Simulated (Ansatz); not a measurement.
Consider the formal exchange of groups at a B–B bond: `OB(O)BS` + `ClCI` → `SBCl` + `OB(O)CI`.

Computed with Ansatz on PBE0-D4/def2-TZVP structures; ΔE is electronic, products minus reactants. CBS: MP2 limit from def2 TZ/QZ plus the TZ coupled-cluster correction, frozen cores. This one scheme is used for every species. DFT in def2-TZVPP. B3LYP here is the variant with VWN-RPA as its local correlation; programs differ in this. HSE06 is defined as in plane-wave codes. def2 core potentials past Kr. For I outer-core shells are correlated without core-valence functions, which leaves a few kJ/mol of doubt a bond. Each species was taken in one conformer, which may not be the lowest.

`OB(O)BS`:

Z-matrix (Å, degrees):
```
B
O 1 1.363
B 1 1.710 2 118.8
O 1 1.368 2 117.1 3 -180.0
H 2 0.963 1 112.5 3 180.0
S 3 1.762 1 121.2 2 -0.2
H 3 1.198 1 124.9 2 179.8
H 4 0.959 1 112.9 2 180.0
H 6 1.347 3 98.1 1 0.0
```

`ClCI`:

Z-matrix (Å, degrees):
```
C
Cl 1 1.754
I 1 2.135 2 113.9
H 1 1.085 2 109.1 3 -118.9
H 1 1.085 2 109.1 3 118.9
```

`SBCl`:

Z-matrix (Å, degrees):
```
B
S 1 1.779
Cl 1 1.745 2 118.6
H 1 1.189 2 122.1 3 180.0
H 2 1.343 1 96.0 3 -180.0
```

`OB(O)CI`:

Z-matrix (Å, degrees):
```
C
I 1 2.151
B 1 1.570 2 106.4
H 1 1.087 2 105.2 3 121.5
H 1 1.087 2 105.1 3 -121.5
O 3 1.364 1 117.5 2 -90.2
O 3 1.364 1 117.5 2 90.4
H 6 0.959 3 116.0 1 177.0
H 7 0.959 3 116.0 1 -177.0
```

| level | ΔE (kcal/mol) | difference from CCSD(T)/CBS |
| --- | --- | --- |
| LDA (SPW92) | -39.7 | 2.0 |
| PBE-D4 | -39.2 | 2.5 |
| BLYP-D4 | -39.5 | 2.2 |
| r2SCAN-D4 | -42.2 | -0.5 |
| B97M-V | -42.9 | -1.2 |
| PBE0-D4 | -41.2 | 0.5 |
| B3LYP-D4 | -41.1 | 0.6 |
| r2SCANh-D4 | -42.6 | -0.9 |
| r2SCAN0-D4 | -43.3 | -1.6 |
| HSE06-D4 | -41.2 | 0.5 |
| BHLYP-D4 | -43.1 | -1.4 |
| CAM-B3LYP-D4 | -41.5 | 0.2 |
| ωB97X-V | -41.0 | 0.7 |
| ωB97M-V | -42.3 | -0.6 |
| B2PLYP | -41.9 | -0.2 |
| PBE-QIDH | -43.1 | -1.4 |
| PBE | -39.0 | 2.7 |
| revPBE | -38.8 | 2.9 |
| BLYP | -39.1 | 2.6 |
| r2SCAN | -42.1 | -0.4 |
| PBE0 | -41.0 | 0.7 |
| B3LYP | -40.8 | 0.9 |
| r2SCANh | -42.6 | -0.9 |
| r2SCAN0 | -43.2 | -1.5 |
| BHLYP | -42.8 | -1.1 |
| LC-ωPBE | -41.2 | 0.5 |
| RPA@PBE/def2-TZVPP | -40.6 | 1.1 |
| HF/def2-SVP | -48.6 | -6.9 |
| MP2/def2-SVP | -47.7 | -6.0 |
| CCSD/def2-SVP | -46.2 | -4.5 |
| CCSD(T)/def2-SVP | -45.8 | -4.1 |
| HF/def2-TZVPP | -44.9 | -3.2 |
| MP2/def2-TZVPP | -44.0 | -2.3 |
| SCS-MP2/def2-TZVPP | -42.9 | -1.2 |
| CCSD/def2-TZVPP | -42.7 | -1.0 |
| CCSD(T)/def2-TZVPP | -42.3 | -0.6 |
| HF/def2-QZVPP | -44.7 | -3.0 |
| MP2/def2-QZVPP | -43.6 | -1.9 |
| SCS-MP2/def2-QZVPP | -42.6 | -0.9 |
| CCSD/CBS(def2) | -42.1 | -0.4 |
| CCSD(T)/CBS | -41.7 | 0 |

**Question.** What do rigid-rotor, harmonic-oscillator terms from PBE0-D4/def2-TZVP frequencies (298.15 K, 1 bar) make of the CCSD(T)/CBS value? (Best estimate.)

**Answer.** Computed: ΔZPE = -0.1 kcal/mol, ΔH = -41.8 kcal/mol, ΔS = -5 J/(mol·K), ΔG = -41.5 kcal/mol. Modes under 50 cm⁻¹ make the entropy rough.

Largest T1 diagnostic among the species: 0.015.

From r2SCAN to r2SCAN0 (25 % exact exchange), in def2-TZVPP and without D4, ΔE moves by −1.1 kcal/mol. At CCSD(T), def2-SVP lies −4.1 kcal/mol from the extrapolated value and def2-TZVPP −0.6 kcal/mol. In def2-TZVPP, CCSD(T) changes the Hartree–Fock value by +2.5 kcal/mol (the triples alone add +0.4 kcal/mol) and MP2 by +0.8 kcal/mol.
